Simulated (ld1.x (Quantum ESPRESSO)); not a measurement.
P (Z = 15): one change to a PAW potential, before and after

ld1.x (Quantum ESPRESSO) 7.5 input, shortened:

```
&input
   title='P', zed=15., rel=1, dft='PZ', iswitch=3,
   config='[Ne] 3s2 3p1'
 /
 &inputp
   pseudotype=3, lpaw=.true., tm=.true., lloc=-1, rcloc=1.30,
   nlcc=.true., new_core_ps=.true.,
   which_augfun='PSQ', rmatch_augfun_nc=.true.
 /
4
3S  1  0   2.00   0.00  1.15  1.55  0.0
3S  1  0   0.00   1.75  1.15  1.55  0.0
3P  2  1   1.00   0.00  1.50  1.60  0.0
3P  2  1   0.00  -0.25  1.50  1.60  0.0
 &test
   configts(1)='3s2 3p1'
 /
```

All-electron outer shells of the reference configuration (LDA (PZ), scalar-relativistic, ld1.x):

```tsv
shell	level (eV)	outermost node (bohr)	outermost maximum (bohr)
3s	-34.02	0.65	1.50
3p	-24.40	0.63	1.68
```

Change: functional PBE.

Cutoffs: the cutoffs (Ry, on a coarse ladder) from which the occupation-weighted sum of valence levels, in a spherical-Bessel basis at the reference potential, stays within 10 and 1 mRy of its value at 400 Ry; they do not see the model core or the augmentation charge, which bear on the density cutoff. Errors are all-electron minus pseudo energies relative to the spin-unpolarised reference configuration.

What does the change do?

The potential gets neither clearly harder nor softer (15 Ry and 25 Ry → 15 Ry and 25 Ry); the number of tests with a reliable result goes from 9 to 7; of the 7 tests that both files solve, the error grows in 0 and shrinks in 7 by more than 15 % and 0.3 meV (median size 5.7 → 3.8 meV); neither file shows a bound ghost.

```csv
quantity,base,changed
"cutoff, loose",15 Ry,15 Ry
"cutoff, tight",25 Ry,25 Ry
loose cutoff by channel (10 mRy a level),"s 10 Ry, p 10 Ry","s 12 Ry, p 10 Ry"
bound ghosts,none,none
"error for 3s2 3p3, meV [ΔE -29.07 → -28.88 eV]",-5.7,-3.8
"error for 3s2 3p2, meV [ΔE -19.25 → -19.15 eV]",-2.6,-1.8
"error for 3s2 3p0, meV [ΔE 29.89 → 29.74 eV]",-14,-11
"error for 3s1 3p0, meV [ΔE 82.08 → 81.74 eV]",-88,-73
"error for 3s2 3p3.3, meV [ΔE -30.41 → -30.18 eV]",-6.0,-4.0
"error for 3s1 3p4, meV [ΔE -20.57 → -20.34 eV]",-3.7,-2.0
"error for 3s1 3p3, meV [ΔE -10.18 → -10.03 eV]",-1.3,-0.6
s: phases at 1.75 bohr within 0.05 rad from the reference energy up to (Ry; the scan ends near 5),to the end of the scan,to the end of the scan
p: phases at 1.75 bohr within 0.05 rad from the reference energy up to (Ry; the scan ends near 5),to the end of the scan,to the end of the scan
lowest overlap eigenvalue by channel,"s 0.46, p 0.73","s 0.48, p 0.74"
```
